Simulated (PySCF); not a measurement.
## Bonding in `O=C=C(C=O)[SiH2]Cl`

C3H3ClO2Si.
Atom-mapped SMILES: `[O:1]=[C:2]=[C:3]([CH:4]=[O:5])[SiH2:6][Cl:7]` (hydrogens: H8 on C4; H9, H10 on Si6)

Structure used (GFN2-xTB), in Å, numbered top down from 1:
```
atom  x, y, z in Å
O1     2.3972   -1.3829   -0.8923
C2     1.5499   -0.6668   -0.5616
C3     0.5387    0.0532   -0.1922
C4     0.4980    1.4739    0.0470
O5    -0.5111    2.0454    0.3852
Si6   -1.1749   -0.7416    0.1303
Cl7   -1.4712   -0.7522    2.1036
H8     1.4476    2.0147   -0.0971
H9    -2.1476    0.0735   -0.5765
H10   -1.1176   -2.1125   -0.3689
```

Bond orders from the PBE0/pcSseg-1 density (PySCF). One conformer (not necessarily the lowest) at the GFN2-xTB geometry, without solvent, vibrations or thermal averaging.

Q: Where do the orders between heavy atoms depart from those drawn in the SMILES?

A: The largest departure is 0.396, at C2–C3 (drawn double, 1.604). Drawn single, order below 0.88: C3–Si6 (0.724). Drawn double or triple, more than 0.30 short of the drawn order: C2–C3 (1.604).

Q: Set the Mayer orders of the bonds beside their lengths.

A: 
| bond | drawn as | length (Å) | Mayer order |
| --- | --- | --- | --- |
| O1–C2 | double | 1.158 | 2.174 |
| C2–C3 | double | 1.295 | 1.604 |
| C3–C4 | single | 1.441 | 1.066 |
| C4–O5 | double | 1.208 | 1.913 |
| C3–Si6 | single | 1.916 | 0.724 |
| Si6–Cl7 | single | 1.995 | 1.038 |
| C4–H8 | single | 1.102 | 0.970 |
| Si6–H9 | single | 1.453 | 0.936 |
| Si6–H10 | single | 1.460 | 0.926 |

By pair of heavy elements: C–O: lowest C4–O5 (1.913, 1.208 Å), highest O1–C2 (2.174, 1.158 Å). C–C: lowest C3–C4 (1.066, 1.441 Å), highest C2–C3 (1.604, 1.295 Å).

Q: Sum the orders of all bonds at each heavy atom with more than one neighbour and set the sums beside the valence in the SMILES.

A: C2 3.778 (drawn 4), C3 3.394 (drawn 4), C4 3.949 (drawn 4), Si6 3.624 (drawn 4). Orders between atoms that aren't bonded are not in these sums.

Mayer orders depend on the basis set.
